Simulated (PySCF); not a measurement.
diphosphane cation (H₄P₂), SMILES PP (connectivity only; charge and spin as stated), charge +1, multiplicity 2.

Geometry: B3LYP-D3(BJ)/def2-TZVP. The spin state was assumed, not searched.

All values below come from ωB97X/def2-TZVPD (PySCF).

Isolated molecule, no solvent.

- total energy: -684.78860 hartree
- point group: C2h
- α spin, highest occupied and lowest empty level: -15.79 and -3.94 eV
- β spin, highest occupied and lowest empty level: -16.67 and -8.36 eV
- dipole moment about the centre of nuclear charge: 0.00 D
- mean static polarisability: 52.0 bohr³ (7.71 Å³)
- polarisability, principal values: 38.2, 40.4, 77.5 bohr³
- ⟨S²⟩: 0.771 (pure state 0.75)
